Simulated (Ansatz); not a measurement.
Reaction (formal exchange of groups at the Si–C bond): `[SiH3]C(Br)Br` + `F/C=[C](\F)[AlH2]` → `F/[C]([AlH2])=C\[SiH3]` + `FC(Br)Br`

Gas-phase electronic energies from Ansatz, PBE0-D4/def2-TZVP geometries. CCSD(T)/CBS is the MP2 limit (def2-TZVPP, def2-QZVPP) plus CCSD(T) − MP2 in def2-TZVPP, frozen cores. Double bonds are as drawn, so ΔE can hold a change between cis and trans. Functionals use def2-TZVPP. For Br outer-core shells are correlated without core-valence functions, which leaves a few kJ/mol of doubt a bond. Scalar relativity is left out up to krypton.

(1) Is it downhill or uphill in electronic energy at CCSD(T)/CBS, and by how much? (Best estimate.)

(2) What do these levels give: PBE-D4, r2SCAN-D4, PBE0-D4, B2PLYP, PBE, r2SCAN, HF/def2-TZVPP, MP2/def2-TZVPP, SCS-MP2/def2-TZVPP, CCSD/def2-TZVPP, CCSD(T)/def2-TZVPP, HF/CBS(def2)? (An estimate is asked.)

Largest T1 diagnostic among the species: 0.013.

## Answers

(1) Ansatz gave: Downhill: ΔE = -3.3 kJ/mol.

(2) Computed: PBE-D4 -9.6, r2SCAN-D4 -11.2, PBE0-D4 -6.4, B2PLYP -8.8, PBE -10.8, r2SCAN -11.3, HF/def2-TZVPP -5.1, MP2/def2-TZVPP -4.6, SCS-MP2/def2-TZVPP -4.7, CCSD/def2-TZVPP -4.6, CCSD(T)/def2-TZVPP -5.4, HF/CBS(def2) -4.0 kJ/mol.

From PBE to PBE0 (25 % exact exchange), in def2-TZVPP and without D4, ΔE moves by +3.3 kJ/mol.
